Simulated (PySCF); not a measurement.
**C₆ coefficients of unlike pairs at PBE0**

Calculated with PySCF 2.14 from the dipole response of each species, C₆(A,B) = (3/π) ∫ α_A(iu) α_B(iu) du, in atomic units, from isotropic polarisabilities. For ions this is the dispersion term alone; charge-induced terms of lower order in 1/R come first.

```
species       configuration                                                                                              basis      relativity  α (bohr³)  C₆ (like pair)
   Co³⁺       [Ar] 3d6 (5D)            aug-cc-pwCVTZ-DK with one added diffuse shell each of s, p, d, f, g type (11s10p8d5f4g)   spin-free X2C      1.797           4.334
   Ru²⁺       [Kr] 4d6 (5D)                               def2-TZVPPD with the def2 core potential (28 electrons) (6s4p3d2f1g)  core potential      7.040           35.71
    Rh⁺       [Kr] 4d8 (3F)                     x2c-TZVPPall with one added diffuse shell each of s, p, d, f type (9s7p7d3f1g)   spin-free X2C      13.07           81.70
    W²⁺  [Xe] 4f14 5d4 (5D)  aug-cc-pVTZ-PP with one added diffuse shell each of s, p, d, f, g type with ECP60MDF (7s7p6d4f3g)  core potential      13.09           77.43
```

Problem. Estimate C₆ for Ru²⁺ with Co³⁺.

Solution. The integral gives 12.05. The combination rule 2 C_A C_B / (C_A α_B/α_A + C_B α_A/α_B) gives 11.86 and the geometric mean 12.44.

No spin-orbit coupling is included.

The other pairs:

```json
{"pair": "Rh⁺, Ru²⁺", "C₆": "53.26"}
{"pair": "W²⁺, Rh⁺", "C₆": "79.50"}
{"pair": "W²⁺, Co³⁺", "C₆": "16.68"}
{"pair": "Rh⁺, Co³⁺", "C₆": "17.32"}
{"pair": "W²⁺, Ru²⁺", "C₆": "51.65"}
```
